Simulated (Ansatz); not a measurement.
Steps of a relaxation of BH6O3P with RKS PBE0-D4/def2-TZVP.

```sh
$ ansatz run in.yaml --threads 4 --pin off --events-out ev --progress --plain --max-ram 10444MiB
```

```yaml
crystal:
  periodic: [false, false, false]
  atoms:
    - {symbol: O, position_ang: [-0.505178, 0.180726, 1.563868]}
    - {symbol: B, position_ang: [0.195031, -0.982050, 1.316534]}
    - {symbol: O, position_ang: [0.946199, -1.481475, 2.351468]}
    - {symbol: O, position_ang: [0.192447, -1.655272, 0.106206]}
    - {symbol: P, position_ang: [-0.444605, 1.273896, -1.633332]}
    - {symbol: H, position_ang: [-1.040393, 0.445719, 0.794443]}
    - {symbol: H, position_ang: [1.409193, -2.287365, 2.064728]}
    - {symbol: H, position_ang: [-0.307962, -1.174736, -0.580034]}
    - {symbol: H, position_ang: [-0.654413, 2.627682, -1.197600]}
    - {symbol: H, position_ang: [0.978344, 1.426488, -1.749602]}
    - {symbol: H, position_ang: [-0.703262, 1.569586, -3.016078]}
basis:
  gaussian: {orbitals: def2-TZVP}
hamiltonian: {xc: pbe0, dispersion: d4}
relax: {f_tol: 0.005, max_steps: 150}
```

Positions (Å) and forces (eV/Å) along the path, 11 of 35 steps:

```xyz
11
step=1 energy=-16200.2768 eV
O    -0.505    0.181    1.564   -0.142   -0.276   -0.637
B     0.195   -0.982    1.317    0.064    0.042    0.171
O     0.946   -1.481    2.351    0.031   -0.401   -0.625
O     0.192   -1.655    0.106   -0.366    0.571   -0.079
P    -0.445    1.274   -1.633    0.299    0.638   -0.427
H    -1.040    0.446    0.794    0.352   -0.140    0.557
H     1.409   -2.287    2.065   -0.287    0.526    0.236
H    -0.308   -1.175   -0.580    0.351   -0.374    0.454
H    -0.654    2.628   -1.198    0.044   -0.410   -0.106
H     0.978    1.426   -1.750   -0.405   -0.064    0.041
H    -0.703    1.570   -3.016    0.059   -0.114    0.415
11
step=2 energy=-16200.3062 eV
O    -0.507    0.099    1.653   -0.022   -0.159   -0.340
B     0.203   -1.048    1.393    0.017    0.021    0.176
O     0.950   -1.556    2.417   -0.021   -0.110   -0.283
O     0.203   -1.706    0.180   -0.161    0.315   -0.028
P    -0.451    1.400   -1.782    0.075    0.069    0.025
H    -1.033    0.375    0.894    0.100    0.027    0.213
H     1.417   -2.346    2.127   -0.060    0.132    0.112
H    -0.297   -1.232   -0.496    0.141   -0.176    0.089
H    -0.667    2.732   -1.331    0.030   -0.126   -0.078
H     0.960    1.540   -1.885   -0.137    0.017   -0.026
H    -0.713    1.685   -3.150    0.039   -0.011    0.141
11
step=3 energy=-16200.3184 eV
O    -0.509    0.122    1.626    0.028   -0.109   -0.126
B     0.198   -1.023    1.364    0.018    0.013    0.115
O     0.937   -1.537    2.388   -0.041   -0.010   -0.131
O     0.206   -1.671    0.150   -0.038    0.129    0.056
P    -0.446    1.351   -1.729    0.037    0.017    0.020
H    -1.025    0.410    0.869   -0.009    0.057    0.050
H     1.404   -2.325    2.101    0.018   -0.007    0.055
H    -0.286   -1.199   -0.527    0.019   -0.053   -0.044
H    -0.663    2.682   -1.287    0.005   -0.034   -0.022
H     0.959    1.499   -1.842   -0.036    0.007   -0.011
H    -0.711    1.635   -3.092   -0.001   -0.010    0.038
11
step=14 energy=-16200.3309 eV rejected
O    -0.452    0.088    1.718   -0.014    0.012   -0.087
B     0.205   -1.080    1.439    0.053   -0.076    0.015
O     0.625   -1.825    2.503   -0.052    0.064   -0.163
O     0.463   -1.533    0.164   -0.070    0.133    0.019
P    -0.351    1.395   -1.742    0.053    0.063   -0.124
H    -0.733    0.552    0.924    0.028   -0.035    0.099
H     1.070   -2.622    2.207    0.001    0.012    0.024
H     0.157   -0.923   -0.519    0.053   -0.112    0.095
H    -0.792    2.699   -1.406    0.007   -0.019    0.001
H     0.894    1.827   -2.274   -0.111   -0.038    0.039
H    -1.021    1.366   -2.994    0.050   -0.005    0.082
11
step=19 energy=-16200.3333 eV
O    -0.455    0.077    1.741   -0.004    0.006   -0.004
B     0.202   -1.087    1.448    0.005   -0.005   -0.002
O     0.576   -1.863    2.502   -0.004    0.004   -0.003
O     0.500   -1.508    0.174    0.000    0.005   -0.007
P    -0.333    1.400   -1.760    0.009    0.000   -0.007
H    -0.704    0.574    0.960    0.004   -0.005    0.004
H     1.034   -2.653    2.208   -0.001    0.000   -0.001
H     0.222   -0.888   -0.509    0.000   -0.004    0.011
H    -0.798    2.693   -1.416   -0.001   -0.001   -0.004
H     0.870    1.861   -2.348   -0.004   -0.001    0.006
H    -1.049    1.336   -2.979   -0.004    0.000    0.008
11
step=20 energy=-16200.3329 eV rejected
O    -0.450    0.073    1.749   -0.019    0.053   -0.096
B     0.202   -1.093    1.453    0.004   -0.023    0.026
O     0.513   -1.905    2.505   -0.018    0.060   -0.105
O     0.552   -1.482    0.182   -0.006    0.024    0.007
P    -0.316    1.410   -1.758    0.021    0.053   -0.115
H    -0.652    0.598    0.968    0.033   -0.078    0.103
H     0.971   -2.695    2.212   -0.003    0.002   -0.002
H     0.311   -0.842   -0.497    0.009   -0.040    0.068
H    -0.814    2.696   -1.433    0.001   -0.015    0.006
H     0.840    1.900   -2.419   -0.070   -0.038    0.040
H    -1.091    1.283   -2.940    0.047    0.001    0.069
11
step=23 energy=-16200.3337 eV
O    -0.453    0.073    1.747   -0.007    0.019   -0.025
B     0.201   -1.092    1.452   -0.002   -0.006    0.002
O     0.510   -1.905    2.502   -0.002    0.013   -0.022
O     0.556   -1.481    0.183    0.003   -0.002    0.005
P    -0.314    1.411   -1.758    0.006    0.007   -0.027
H    -0.651    0.598    0.968    0.010   -0.021    0.026
H     0.969   -2.694    2.209   -0.002    0.000   -0.003
H     0.314   -0.842   -0.495    0.000   -0.004    0.018
H    -0.812    2.696   -1.430    0.001   -0.003   -0.003
H     0.838    1.898   -2.423   -0.016   -0.006    0.011
H    -1.092    1.279   -2.934    0.008    0.003    0.018
11
step=24 energy=-16200.3338 eV
O    -0.453    0.074    1.744    0.000   -0.001   -0.001
B     0.201   -1.092    1.452    0.002    0.001    0.001
O     0.505   -1.906    2.502   -0.003   -0.001    0.000
O     0.563   -1.481    0.185    0.000   -0.001    0.001
P    -0.315    1.413   -1.756    0.000    0.001    0.000
H    -0.644    0.599    0.965    0.001    0.001    0.000
H     0.962   -2.696    2.208    0.000    0.001    0.000
H     0.322   -0.841   -0.493    0.000    0.001   -0.001
H    -0.815    2.698   -1.432    0.000    0.000    0.000
H     0.834    1.900   -2.424    0.001    0.000    0.000
H    -1.094    1.276   -2.930   -0.001   -0.001    0.000
11
step=25 energy=-16200.3339 eV
O    -0.452    0.073    1.744    0.001    0.001   -0.002
B     0.201   -1.093    1.453    0.000   -0.007   -0.002
O     0.488   -1.915    2.501   -0.002    0.003   -0.002
O     0.578   -1.475    0.188   -0.002    0.003    0.004
P    -0.312    1.416   -1.756    0.000   -0.002    0.001
H    -0.629    0.605    0.966    0.001    0.000    0.002
H     0.944   -2.706    2.208    0.001    0.000    0.000
H     0.346   -0.830   -0.489    0.001    0.000    0.000
H    -0.820    2.699   -1.435    0.000   -0.001   -0.002
H     0.825    1.908   -2.441   -0.003    0.000    0.000
H    -1.104    1.262   -2.919    0.002    0.002    0.002
11
step=28 energy=-16200.3340 eV
O    -0.449    0.074    1.743   -0.002    0.009   -0.013
B     0.201   -1.095    1.454    0.008   -0.012   -0.002
O     0.448   -1.936    2.498   -0.004    0.009   -0.013
O     0.611   -1.462    0.194   -0.007    0.008    0.009
P    -0.304    1.422   -1.753    0.002    0.004   -0.013
H    -0.595    0.620    0.968    0.002   -0.008    0.013
H     0.905   -2.727    2.206    0.001    0.000    0.001
H     0.401   -0.807   -0.479    0.002   -0.005    0.005
H    -0.832    2.699   -1.442    0.000   -0.002   -0.001
H     0.803    1.926   -2.477   -0.010   -0.004    0.005
H    -1.123    1.230   -2.892    0.008    0.003    0.010
11
step=35 energy=-16200.3341 eV
O    -0.435    0.079    1.752    0.001   -0.002    0.000
B     0.201   -1.096    1.456   -0.002    0.004    0.002
O     0.398   -1.964    2.487    0.001   -0.002    0.001
O     0.643   -1.443    0.202    0.002   -0.003   -0.002
P    -0.291    1.426   -1.754    0.000    0.000    0.001
H    -0.544    0.646    0.986    0.000    0.002   -0.001
H     0.849   -2.758    2.193    0.000    0.000    0.000
H     0.464   -0.772   -0.464   -0.001    0.002   -0.001
H    -0.861    2.688   -1.454    0.000    0.000    0.000
H     0.774    1.958   -2.519    0.001    0.001    0.000
H    -1.133    1.178   -2.865   -0.001   -0.001   -0.001
```

It took 93 s on 4 threads of an Arm Neoverse V1 on a shared host, with 0.48 GiB of host memory at the peak.
